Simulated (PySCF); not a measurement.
Gas-phase reaction: CH3GeH3 + C2H2 (acetylene) = GeH4 + C3H4 (allene)

Method: PySCF energies plus ideal-gas RRHO corrections (1 bar). † marks an energy on the PBE0/def2-TZVP geometry and frequencies; other levels use their own. MP2 and CCSD(T) freeze the core. 6-31G* has spherical d functions here. All species are closed-shell singlets. B3LYP is the form with VWN-RPA correlation. Ge: all electrons, no relativistic terms. MP2 isn't extrapolated to the basis-set limit; its ΔH°(298 K) is 10.3 kJ in def2-SVP and 22.1 kJ in def2-TZVPP. CCSD(T) isn't extrapolated to the basis-set limit; its ΔH°(298 K) is -7.2 kJ in def2-SVP and 7.5 kJ in def2-TZVPP. The harmonic model lacks anharmonicity and excited electronic states, which grow with temperature; levels with a mode under 35 cm⁻¹ are left out. Internal rotation in CH3GeH3 is treated as a harmonic vibration of one conformer, which makes the entropy rough.

```tsv
level	ΔE electronic, kJ	ΔH°(298 K), kJ	ΔS°(298 K), J/K	ΔG°(2500 K), kJ
B3LYP/def2-TZVP†	-12	-17	-10	26
CCSD(T)/def2-TZVPP†	13	8	-10	51
HF/6-31G*	-3	-8	-8	31
M06-2X/def2-TZVP†	7	2	-10	46
MP2/def2-TZVPP†	27	22	-10	66
PBE0/def2-SVP†	-21	-26	-10	18
r2SCAN/def2-TZVP†	-13	-18	-10	26
LDA/def2-TZVP†	-28	-33	-10	11
ωB97X-V/def2-TZVP†	0	-6	-10	38
```
ΔH° is lowest at LDA/def2-TZVP† and highest at MP2/def2-TZVPP†. No reference value is set beside these.
